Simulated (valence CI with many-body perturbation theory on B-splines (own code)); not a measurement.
**Ru³⁷⁺: E2, E3, M2 decay**

Level of theory: valence CI with perturbative core correlation (CI+MBPT): five valence electrons over a frozen Dirac-Fock core [He], a basis of 11 s, 11 p, 10 d, 8 f, 5 g, 2 h functions for each j, with the one-electron correlation potential Σ1 (screened to all orders), the two-electron term Σ2, the three-electron term Σ3, Breit, model QED; selected single and double excitations, second order for the rest, scaled by the run's own slope (own B-spline code, finite nucleus).

The last digits are not significant, and no measured levels were compared; by estimate large intervals hold to a few tenths of a per cent, small ones and those within an open d or f shell to about a per cent. Among the levels kept, up to 11000 cm⁻¹ of a level comes from second order outside the variational space, and about a tenth of that is noise between levels of different J, which matters for small intervals.

Lines 51 to 73 of 73 in falling wavelength, among levels below 268.07 Ry, chosen from the decays that carry over 1 % of a level's rate. Wavelengths and rates use the calculated energies. Electric multipoles are in the length gauge, E1 and E2 with the static RPA response of the core. S is in atomic units (e²a₀⁴ for E2 and M2, e²a₀⁶ for E3), for M1 in squared Bohr magnetons. Weak lines are less certain than strong ones. Lines between different terms over intervals too small for the method are left out, as are lines whose strength nearly cancels. The highest levels of a list are the least certain.

Levels are named by their leading jj configuration (3d3/2^4 stands for four electrons in 3d with j = 3/2), which in mixed levels can hold well under half, so a name can repeat and another be missing. Letters in brackets count levels of one name in rising energy.

| λ vac (nm) | Upper | Lower | Type | A (s⁻¹) | S (a.u.) |
| --- | --- | --- | --- | --- | --- |
| 0.3918 | (2s^2 2p3/2^2 3p3/2) J=5/2 | (2s^2 2p1/2 2p3/2^2) J=5/2 | E2 | 3.18e+10 | 1.57e-04 |
| 0.3917 | (2s^2 2p3/2^2 3p3/2) J=7/2 | (2s^2 2p1/2 2p3/2^2) J=5/2 | E2 | 2.48e+10 | 1.64e-04 |
| 0.3912 | (2s^2 2p1/2 2p3/2 3p3/2) J=7/2 | (2s^2 2p1/2^2 2p3/2) J=3/2 | E2 | 4.70e+10 | 3.07e-04 |
| 0.3908 | (2s^2 2p3/2^2 3p1/2) J=1/2 | (2s^2 2p1/2 2p3/2^2) J=5/2 | E2 | 1.94e+10 | 3.15e-05 |
| 0.3905 | (2s 2p3/2^3 3p3/2) J=7/2 | (2s 2p1/2 2p3/2^3) J=3/2 [a] | E2 | 3.64e+10 | 2.36e-04 |
| 0.3897 | (2s^2 2p3/2^2 3p3/2) J=5/2 | (2s^2 2p1/2 2p3/2^2) J=3/2 | E2 | 1.75e+10 | 8.43e-05 |
| 0.3897 | (2s^2 2p3/2^2 3p3/2) J=7/2 | (2s^2 2p1/2 2p3/2^2) J=3/2 | E2 | 3.46e+10 | 2.22e-04 |
| 0.3896 | (2s^2 2p1/2 2p3/2 3p3/2) J=5/2 [b] | (2s^2 2p1/2^2 2p3/2) J=3/2 | E2 | 3.26e+10 | 1.57e-04 |
| 0.3885 | (2s^2 2p3/2^2 3p3/2) J=3/2 [a] | (2s^2 2p1/2 2p3/2^2) J=5/2 | E2 | 3.95e+10 | 1.25e-04 |
| 0.3883 | (2s^2 2p1/2 2p3/2 3p3/2) J=1/2 [b] | (2s^2 2p1/2^2 2p3/2) J=3/2 | E2 | 2.02e+10 | 3.18e-05 |
| 0.3852 | (2s 2p1/2^2 2p3/2 3d5/2) J=9/2 | (2s^2 2p1/2 2p3/2^2) J=5/2 | E2 | 5.97e+08 | 4.52e-06 |
| 0.3835 | (2s^2 2p3/2^2 3d5/2) J=9/2 | (2s^2 2p1/2 2p3/2^2) J=5/2 | M2 | 2.24e+08 | 1.66e-06 |
| 0.3831 | (2s^2 2p1/2 2p3/2 3d5/2) J=9/2 | (2s^2 2p1/2^2 2p3/2) J=3/2 | E3 | 9.68e+07 | 3.73e-05 |
| 0.3708 | (2s 2p1/2 2p3/2^2 3d5/2) J=9/2 [a] | (2s^2 2p1/2 2p3/2^2) J=5/2 | E2 | 8.12e+09 | 5.08e-05 |
| 0.3686 | (2s 2p1/2 2p3/2^2 3d3/2) J=9/2 | (2s^2 2p1/2 2p3/2^2) J=5/2 | E2 | 5.82e+10 | 3.54e-04 |
| 0.3684 | (2s 2p1/2 2p3/2^2 3d3/2) J=7/2 [a] | (2s^2 2p1/2 2p3/2^2) J=3/2 | E2 | 2.33e+11 | 1.13e-03 |
| 0.3675 | (2s 2p1/2 2p3/2^2 3d5/2) J=9/2 [b] | (2s^2 2p1/2 2p3/2^2) J=5/2 | E2 | 2.05e+11 | 1.22e-03 |
| 0.3642 | (2s 2p1/2^2 2p3/2 3d3/2) J=5/2 [b] | (2s^2 2p1/2^2 2p3/2) J=3/2 | E2 | 1.03e+11 | 3.55e-04 |
| 0.3636 | (2s 2p1/2 2p3/2^2 3d3/2) J=7/2 [c] | (2s^2 2p1/2 2p3/2^2) J=5/2 | E2 | 5.80e+10 | 2.63e-04 |
| 0.3635 | (2s 2p1/2^2 2p3/2 3d3/2) J=1/2 [b] | (2s^2 2p1/2^2 2p3/2) J=3/2 | E2 | 2.67e+11 | 3.02e-04 |
| 0.3623 | (2s 2p1/2 2p3/2^2 3d5/2) J=9/2 [c] | (2s^2 2p1/2 2p3/2^2) J=5/2 | E2 | 2.78e+11 | 1.55e-03 |
| 0.3622 | (2s 2p1/2 2p3/2^2 3d3/2) J=3/2 [d] | (2s^2 2p1/2 2p3/2^2) J=3/2 | E2 | 1.92e+11 | 4.27e-04 |
| 0.3618 | (2s 2p1/2 2p3/2^2 3d3/2) J=7/2 [c] | (2s^2 2p1/2 2p3/2^2) J=3/2 | E2 | 1.33e+11 | 5.90e-04 |
